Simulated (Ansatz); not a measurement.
`CCC(CC)C(C)C` + `CBO` → `CBOCC` + `CCCC(C)C`  (substitution at a C–C bond)

Calculated with Ansatz (gas phase, PBE0-D4/def2-TZVP geometries, no zero-point term in ΔE). CBS: MP2 limit from def2 TZ/QZ plus the TZ coupled-cluster correction, frozen cores. DFT in def2-TZVPP. B3LYP here is the variant with VWN-RPA as its local correlation; programs differ in this. One conformer a species, not always the lowest.

| level | ΔE (kcal/mol) | difference from CCSD(T)/CBS |
| --- | --- | --- |
| PBE-D4 | 6.2 | -2.1 |
| r2SCAN-D4 | 6.4 | -1.9 |
| PBE0-D4 | 6.9 | -1.4 |
| B3LYP-D4 | 5.3 | -3.0 |
| ωB97X-V | 6.5 | -1.8 |
| B2PLYP | 4.8 | -3.5 |
| PBE | 4.1 | -4.2 |
| B3LYP | 2.0 | -6.3 |
| HF/def2-TZVPP | 0.8 | -7.5 |
| MP2/def2-TZVPP | 9.9 | 1.6 |
| SCS-MP2/def2-TZVPP | 7.7 | -0.6 |
| HF/def2-QZVPP | 0.7 | -7.6 |
| SCS-MP2/def2-QZVPP | 7.8 | -0.5 |
| HF/CBS(def2) | 0.6 | -7.7 |
| MP2/CBS(def2) | 10.2 | 1.9 |
| CCSD/CBS(def2) | 7.5 | -0.8 |
| CCSD(T)/CBS | 8.3 | 0 |

Largest T1 diagnostic among the species: 0.012.

From PBE to PBE0 (25 % exact exchange), in def2-TZVPP and without D4, ΔE moves by +0.9 kcal/mol. The D4 term adds +3.3 kcal/mol with B3LYP and +1.9 kcal/mol with PBE0; it sums over pairs of atoms, weighted by their polarisabilities, and B3LYP, whose exchange is more repulsive, gets the larger term.
